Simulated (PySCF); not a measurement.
Basis and Hamiltonian dependence of the excitation energy of Ag

Ag [Kr] 4d10 5s1 (2S) → Ag [Kr] 4d9 5s2 (2D). All values are computed (PySCF 2.14, energy differences of UHF-based or UKS calculations, no spin-orbit coupling). Values in eV.

```
                                                                               basis    Hamiltonian  functions    UHF    PBE   PBE0  MP2 (valence)  CCSD(T) (valence)  CCSD(T) (valence and next inner shell)
                                                        aug-cc-pVDZ-PP with ECP28MDF            ECP         54  3.711  3.864  3.939          4.241              3.959                                     n/a
                             def2-TZVPPD with the def2 core potential (28 electrons)            ECP         56  3.709  3.886  3.957          4.293              3.996                                   3.767
                                                                        ANO-RCC-VTZP  spin-free X2C         68  3.735  4.092  4.120          4.265              3.975                                   3.850
                                                      aug-cc-pwCVDZ-PP with ECP28MDF            ECP         70  3.688  3.848  3.919          4.252              3.961                                   3.680
                                                                        x2c-TZVPPall  spin-free X2C         79  3.692  4.069  4.086          4.299              3.985                                   3.809
                             def2-QZVPPD with the def2 core potential (28 electrons)            ECP         88  3.690  3.856  3.930          4.300              4.020                                     n/a
                   x2c-TZVPPall with one added diffuse shell each of s, p, d, f type  spin-free X2C         95  3.694  4.068  4.086          4.307              4.016                                   3.843
aug-cc-pVTZ-PP with one added diffuse shell each of s, p, d, f, g type with ECP28MDF            ECP        113  3.648  3.812  3.884          4.219                n/a                                     n/a
                                                                        x2c-QZVPPall  spin-free X2C        118  3.681  4.044  4.066          4.293                n/a                                     n/a
                                                      aug-cc-pwCVTZ-PP with ECP28MDF            ECP        122  3.640  3.810  3.881          4.240                n/a                                     n/a
                                                                           dyall-v2z  spin-free X2C        127  3.728  4.078  4.104          4.264                n/a                                     n/a
                x2c-QZVPPall with one added diffuse shell each of s, p, d, f, g type  spin-free X2C        143  3.680  4.043  4.065          4.286                n/a                                     n/a
```

Frozen in the all-electron rows: valence and next inner shell: [Ar] 3d10; valence: [Kr]; with a core potential, the same shells as far as they lie outside it.

Reference for a calculation without spin-orbit coupling: 3.971 eV (measured, between term centres; NIST).
